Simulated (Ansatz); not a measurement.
Cost and result for the atomization energy of C$_{6}$H$_{14}$O$_{3}$ (`COCCOCCOC`) (23 atoms, 22 bonds).

Cartesian coordinates in Å:
```
C -2.9131 0.8612 -1.3598
O -1.8731 0.7306 -2.2914
C -0.8758 -0.1798 -1.9063
C 0.1514 0.4528 -0.9867
O 1.0753 -0.5446 -0.6406
C 2.1898 -0.0812 0.0846
C 1.9199 0.2588 1.5378
O 1.6455 -0.8535 2.3472
C 0.3136 -1.2992 2.2978
H -2.5706 1.2651 -0.3983
H -3.6423 1.5522 -1.7835
H -3.4046 -0.1037 -1.1745
H -1.3123 -1.0607 -1.4145
H -0.3795 -0.5205 -2.8179
H 0.6507 1.2832 -1.5072
H -0.3430 0.8698 -0.0984
H 2.6208 0.8044 -0.4095
H 2.9287 -0.8855 0.0467
H 1.1145 1.0039 1.6236
H 2.8286 0.7177 1.9411
H 0.0573 -1.7286 1.3244
H 0.2036 -2.0633 3.0682
H -0.3852 -0.4789 2.5174
```

Total charge 0; spin multiplicity 1. Geometry: relaxed with PBE0-D4/def2-TZVP. It is one conformer, not always the lowest. Program: Ansatz. All runs use 4 threads of an AMD EPYC 7R13 on a shared host and a share of an NVIDIA H100 80 GB. Times are those of one run each, without the atoms' runs, and a repeat can differ threefold. Electronic energies, without spin–orbit coupling; frozen cores. CCSD(T)/CBS adds CCSD(T) − MP2 in def2-TZVPP to the MP2 limit, and its time is that of the two runs behind it. T1 = 0.011. B3LYP takes the VWN-RPA correlation (the form of Gaussian; ORCA's B3LYP/G).

CCSD(T)/CBS is a level of theory with its own doubt, some kJ/mol a heavy atom from the limit and from the frozen cores, so smaller differences don't rank the functionals.

```json
{"level": "B2PLYP/def2-TZVPP", "functions": "475", "wall time": "3.1 s", "atomization (kJ/mol)": "8914.4", "difference from CCSD(T)/CBS": "-96.2", "per bond": "-4.4"}
{"level": "ωB97X-V/def2-TZVPP", "functions": "475", "wall time": "3.5 s", "atomization (kJ/mol)": "9029.7", "difference from CCSD(T)/CBS": "19.1", "per bond": "0.9"}
{"level": "PBE-D4/def2-TZVPP (with forces)", "functions": "475", "wall time": "3.6 s", "atomization (kJ/mol)": "9226.3", "difference from CCSD(T)/CBS": "215.7", "per bond": "9.8"}
{"level": "PBE0-D4/def2-TZVPP", "functions": "475", "wall time": "3.8 s", "atomization (kJ/mol)": "9051.4", "difference from CCSD(T)/CBS": "40.8", "per bond": "1.9"}
{"level": "r2SCAN-D4/def2-TZVPP (with forces)", "functions": "475", "wall time": "4.3 s", "atomization (kJ/mol)": "9028.1", "difference from CCSD(T)/CBS": "17.5", "per bond": "0.8"}
{"level": "ωB97M-V/def2-TZVPP (with forces)", "functions": "475", "wall time": "4.6 s", "atomization (kJ/mol)": "9036.2", "difference from CCSD(T)/CBS": "25.6", "per bond": "1.2"}
{"level": "B3LYP-D4/def2-TZVPP (with forces)", "functions": "475", "wall time": "5.5 s", "atomization (kJ/mol)": "9009.0", "difference from CCSD(T)/CBS": "-1.6", "per bond": "-0.1"}
{"level": "MP2/def2-QZVPP", "functions": "933", "wall time": "6 s", "atomization (kJ/mol)": "9059.9", "difference from CCSD(T)/CBS": "49.3", "per bond": "2.2"}
{"level": "CCSD(T)/def2-TZVPP", "functions": "475", "wall time": "45 s", "atomization (kJ/mol)": "8796.3", "difference from CCSD(T)/CBS": "-214.3", "per bond": "-9.7"}
{"level": "CCSD(T)/CBS(def2)", "functions": "–", "wall time": "51 s", "atomization (kJ/mol)": "9010.6", "difference from CCSD(T)/CBS": "0.0", "per bond": "0.0"}
```

In def2-TZVPP, CCSD(T) changes the Hartree–Fock value by +2290.8 kJ/mol (the triples alone add +129.9 kJ/mol) and MP2 by +2428.4 kJ/mol; breaking electron pairs costs correlation energy, which Hartree–Fock lacks. The D4 term adds +71.4 kJ/mol with B3LYP and +38.9 kJ/mol with PBE0; it sums over pairs of atoms, weighted by their polarisabilities, and B3LYP, whose exchange is more repulsive, gets the larger term. From PBE to PBE0 (25 % exact exchange), in def2-TZVPP and without D4, the atomization energy moves by −168.0 kJ/mol: exact exchange takes away binding that semilocal exchange gives to molecules.
